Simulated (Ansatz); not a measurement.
An input meant for the cluster Sr₂S₃ (charge 0, singlet).

```yaml
crystal:
  periodic: [false, false, false]
  atoms:
    - {symbol: Sr, position_ang: [1.708948, -0.671478, -0.003997]}
    - {symbol: Sr, position_ang: [-1.368619, 1.109195, 0.517868]}
    - {symbol: S, position_ang: [1.070699, 1.377556, 1.614872]}
    - {symbol: S, position_ang: [-0.984270, -1.622647, -0.269649]}
    - {symbol: S, position_ang: [-0.426749, -0.192636, -1.859094]}
basis:
  gaussian: {orbitals: def2-TZVP, final_grid: {core_spheres: 1, valence_spheres: 1, degree: 5}}
hamiltonian: {xc: {name: r2SCAN}}
scf: {omitted_lower_state_checks: [starts]}
output: {forces: true}
```

```sh
$ ansatz run in.yaml --threads 4 --pin off --events-out ev --progress --plain --max-ram 4787MiB
```

Output, abridged:

```
Functional definition: r2SCAN
1409 factors; their error is unknown
mean field evaluation 1: about -34176.6771 eV, gradient 4.7e1 eV
mean field evaluation 2: about -34094.9829 eV, gradient 1.3e2 eV
mean field evaluation 4: about -34183.4151 eV, gradient 9.7e0 eV
mean field evaluation 8: about -34183.6732 eV, gradient 1.5e-1 eV
mean field evaluation 16: about -34182.4472 eV, gradient 9.5e-1 eV
mean field -34182.44957562 eV, -1256.1818522077 hartree, gradient 6.1e-5 eV, S^2 0.000000; 0 other end points of the search recorded, 0 dependent functions left out
reference -34182.44959932 eV, -1256.1818530786 hartree; 34, 34 occupied and 143, 143 virtual orbitals, 1409 factors
Total energy: -34182.44959932 eV, -1256.1818530786 hartree
Atom 0 at     1.708948    -0.671478    -0.003997 Å, force     3.744945    -2.381152    -0.825079 eV/Å
Atom 1 at    -1.368619     1.109195     0.517868 Å, force    -3.977331     2.086733     0.486174 eV/Å
Atom 2 at     1.070699     1.377556     1.614872 Å, force     1.378797     1.773059     2.072676 eV/Å
Atom 3 at    -0.984270    -1.622647    -0.269649 Å, force     1.421191     4.381194    -6.561862 eV/Å
Atom 4 at    -0.426749    -0.192636    -1.859094 Å, force    -2.567601    -5.859834     4.828091 eV/Å
Dipole moment:     0.018746     0.023908     0.029029 e Å
Checks for a lower state left out: starts
```

(1) Something in this input is off. What?

Answers

(1) The integration grid is far too coarse. The run converged. The result belongs to that input, not to the species as meant.
